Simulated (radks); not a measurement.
Q: The neon ion Ne+, configuration [He] 2s1.75 2p5 3s0.25 (fractional occupations, a model configuration). Calculated with a radial shooting solver on a logarithmic mesh with Libxc functionals: scalar-relativistic Kohn-Sham, r2SCAN, spin-polarised, spherical densities, finite nucleus; open shells are filled with parallel spins first; meta-GGA in the generalised Kohn-Sham scheme; Fermi nuclear charge, rms radius 3.0055 fm. Some entries of the table are withheld. Estimate them.

| orbital | occ. | eigenvalue (hartree) | <1/r> (bohr^-1) | r(max) (bohr) |
|---|---|---|---|---|
| 1s up | 1 | -31.81388 | (1) | 0.1026 |
| 1s down | 1 | -31.75782 | (2) | 0.1026 |
| 2s up | 1 | -2.29832 | 1.723 | 0.6660 |
| 2s down | 0.75 | -2.17393 | 1.693 | 0.6720 |
| 2p up | 3 | -1.38892 | 1.575 | 0.5977 |
| 2p down | 2 | -1.25971 | 1.542 | 0.6071 |
| 3s up | 0.25 | -0.29528 | 0.3706 | 3.013 |

A: 
(1) 1s up <1/r> (bohr^-1): 9.629
(2) 1s down <1/r> (bohr^-1): 9.636
